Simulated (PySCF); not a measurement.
**Radial density of Ge(2+) (germanium, charge +2)**

UHF, [Ar] 3d10 4s2, closed-shell 1S. All numbers are calculated (PySCF 2.14, the spin-free X2C one-electron Hamiltonian (Gaussian nucleus), in aug-cc-pVDZ-DK).

```tsv
r (bohr)	4πr²ρ (e/bohr)
0.000627	0.1921
0.00105	0.4965
0.00177	1.198
0.00298	2.845
0.00502	6.492
0.00844	13.70
0.0142	25.20
0.0239	36.87
0.0402	38.10
0.0676	31.52
0.114	41.22
0.191	40.53
0.322	22.64
0.541	28.96
0.910	12.66
1.53	2.573
2.57	0.6729
4.33	0.02623
7.28	1.247e-05
```

Densities and radii are taken from the X2C orbitals without a picture-change correction, which distorts them close to the nucleus.
